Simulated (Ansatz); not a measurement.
Born–Oppenheimer molecular dynamics of ClH$_{3}$OZn (6 atoms, charge 0, multiplicity 1). It starts at the highest image of a converged band. Of that band: A vibrational analysis at the climbing image gives 2 clearly imaginary modes (1692i, 186i cm⁻¹): a point of higher order, so a lower path passes nearby.

Method: RHF/def2-SVP (Ansatz 0.2.0).

| Property | Result |
| --- | --- |
| ensemble | NVE (velocity Verlet) |
| time step | 0.5 fs |
| steps asked | 200 |
| starting velocities drawn for | 300 K |
| seed | 9528 |

First frame:

```xyz
6
Properties=species:S:1:pos:R:3
Zn 0.308 0.082 -0.109
O -0.092 -0.040 1.757
H -0.690 -0.205 2.469
Cl -0.335 -0.087 -2.156
H 1.819 0.502 0.935
H 1.115 0.299 1.609
```

(1) How far do the bonds stretch over the last three quarters of this one trajectory? (Pairs bonded in most of those frames.)

Answers

(1) 
```
   bond  mean (Å)  spread (Å)  shortest  longest
 Zn1–O2     1.786       0.086      1.67     1.93
Zn1–Cl4     2.151       0.045      2.07     2.21
  O2–H3     0.949       0.025      0.91     0.98
  H5–H6     0.752       0.035      0.70     0.80
```

Mean temperature of the second half: 1648 K. The conserved energy stayed within 0.41 meV per atom of its start (net change 0.034 meV per atom), so the integration is sound. The kinetic energy rose, since the run started high on the potential surface and went downhill. It ends in pieces (ClHOZn + H2), so much of that is their flight and rotation, not heat. A run of 0.1 ps of so small a system gives no equilibrium averages. The orbitals stay closed-shell, which can raise the energy where a bond breaks towards radicals; this wasn't checked here.

Time of the run: 6.7 min on 1 thread of Arm Neoverse N1, with other jobs on the host, peak memory 0.16 GiB.
